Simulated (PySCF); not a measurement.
**Telling isomers of C$_{5}$H$_{6}$O$_{2}$ apart by NMR**

One averaged value for each set of equivalent atoms, relativity neglected, no solvent model, one conformer. GIAO PBE0/pcSseg-1 shieldings; geometry: GFN2-xTB; PySCF.

Referencing at the same level of theory: ¹H (σref 31.72), ¹³C (σref 186.93) vs TMS. Where no couplings were computed, multiplicities follow the n + 1 count of equivalent neighbours, and m marks all less simple cases (inequivalent or close neighbours, rings, F or P nearby). Acid and N–H amide carbonyl carbons lie up to 10 ppm further downfield in solution (hydrogen bonding). Shifts are as computed. Against solution values, carbons near 30 ppm lie about +3 ppm off and those near 130 ppm about +5 ppm. Of 1211 compounds with measured shifts, 218 miss one by over three times the rms of a fit or turn the order of signals round; such compounds aren't used in these exercises. OH and NH positions are gas-phase values without hydrogen bonding to other molecules.

(1) Tabulate the signals of `C=CC(=C)C(=O)O`, `CC1=CCOC1=O`, `OCc1ccoc1` and their relative energies.

(2) What is the quickest way to tell C=CC(=C)C(=O)O from OCc1ccoc1?

(3) What is the quickest way to tell C=CC(=C)C(=O)O from CC1=CCOC1=O?

(4) What is the quickest way to tell CC1=CCOC1=O from OCc1ccoc1?

Answers

(1) 
```tsv
SMILES	carbon types	δC	δH	E rel. (kcal/mol)
C=CC(=C)C(=O)O	2×C 1×CH 2×CH2	169.9, 140.8, 140.3, 140.2, 131.3	7.39 (m, 1H), 6.93 (br s, 1H), 6.55 (m, 1H), 6.15 (br s, 1H), 6.04 (br s, 1H), 5.83 (m, 1H)	17.2
CC1=CCOC1=O	2×C 1×CH 1×CH2 1×CH3	177.4, 150.8, 141.1, 72.6, 14.5	7.08 (t, 1H), 4.87 (m, 2H), 2.11 (s, 3H)	0.0
OCc1ccoc1	1×C 3×CH 1×CH2	147.9, 147.1, 133.7, 117.3, 61.1	7.69 (m, 1H), 7.52 (m, 1H), 6.61 (m, 1H), 4.84 (s, 2H), 0.22 (br s, 1H)	25.1
```

Energies are electronic energies at PBE0/pcSseg-1 on these geometries, without zero-point or thermal terms, each for the one conformer computed, which needn't be the lowest.

(2) Both give the same number of carbon signals, but DEPT or the intensities differ. The first has a β carbon of a C=C–C=O unit (CH2) at 140.8 ppm, the second an sp3 CH2 bonded to O, on an aromatic ring at 61.1 ppm. Their most deshielded carbons lie at 169.9 and 147.9 ppm.

(3) Both give the same number of carbon signals, but DEPT or the intensities differ. The first has a β carbon of a C=C–C=O unit (CH2) at 140.8 ppm, the second an allylic methyl carbon (CH3) at 14.5 ppm. Their most deshielded carbons lie at 169.9 and 177.4 ppm.

(4) Both give the same number of carbon signals, but DEPT or the intensities differ. The first has an allylic methyl carbon (CH3) at 14.5 ppm, the second an aromatic CH at 117.3 ppm. Their most deshielded carbons lie at 177.4 and 147.9 ppm. In the proton spectra the most deshielded non-exchanging signals are 7.08 (t, 1H) and 7.69 (m, 1H).
